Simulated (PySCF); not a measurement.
## WHF, triplet: structure and spectrum

All numbers come from UPBE0 in PySCF with W def2-TZVP with ECP60, H def2-TZVP, F def2-TZVP; scalar-relativistic core potentials, no spin–orbit coupling; density-fitted integrals.

The structure is a minimum.

```json
{
  "Point group": "Cs",
  "Bond lengths": "W–F 1.814 Å, W–H 1.702 Å",
  "Bond angles": "F–W–H 126.0°",
  "Enthalpy at 298.15 K above 0 K": "10.77 kJ/mol",
  "Entropy at 298.15 K and 1 bar (electronic part: spin only)": "273.2 J/(mol K)",
  "Lowest empty level (α)": "-3.29 eV",
  "Dipole moment": "1.34 D",
  "Spin squared ⟨S²⟩": "2.051",
  "Rotational constants": "9.085, 0.2903, 0.2813 cm⁻¹",
  "Heat capacity Cp at 298.15 K": "41.8 J/(mol K)",
  "Principal quadrupole moments (Buckingham, traceless) about the centre of mass": "-0.88, -0.40, 1.27 D Å",
  "Highest occupied level (β)": "-5.44 eV",
  "Zero-point energy": "19.3 kJ/mol",
  "Rotational symmetry number": "1",
  "Atomisation energy without zero-point energy": "754 kJ/mol",
  "Principal polarisabilities": "51.0, 60.4, 63.4 bohr³"
}
```

Harmonic modes (masses in u: W 183.951, H 1.008, F 18.998):
```
symmetry  ω (cm⁻¹)  IR (km/mol)     type
      a'       503         15.8     bend
      a'       723         81.2  stretch
      a'      2006         91.0  stretch
```

Charges (e):
```json
{"atom": "W1", "Mulliken": "0.43", "Löwdin": "0.33", "polar tensor": "0.68", "spin (Mulliken)": "2.09", "Mayer order to W1": "–"}
{"atom": "H2", "Mulliken": "-0.10", "Löwdin": "-0.15", "polar tensor": "-0.19", "spin (Mulliken)": "-0.07", "Mayer order to W1": "0.99"}
{"atom": "F3", "Mulliken": "-0.33", "Löwdin": "-0.18", "polar tensor": "-0.49", "spin (Mulliken)": "-0.02", "Mayer order to W1": "1.11"}
```

Mulliken populations on W1 (electrons outside its core potential): s 3.38, p 6.22, d 3.92, f 0.05.

Outer orbital energies (eV). α occupied: -14.17, -13.37, -13.15, -9.87, -6.89, -6.88, -6.51; empty: -3.29, -2.58, -1.08, -0.29. β occupied: -14.13, -13.19, -13.19, -9.60, -5.44; empty: -2.59, -2.15, -2.08, -2.00.

This need not be the most stable arrangement of these atoms. Open d and f shells are described by one determinant, and the ground state may have another occupation or spin. At this level a quintet minimum of Cs symmetry lies 94 kJ/mol below this structure. With an element this heavy the missing spin–orbit coupling can shift these numbers.

The final relaxation and frequency run took 45 s on 2 threads of a shared Arm Neoverse V1 host, with 77 basis functions and 16 gradients; the process peaked at 0.75 GiB. Launch command: `OMP_NUM_THREADS=2 python axn.py task.json out`.
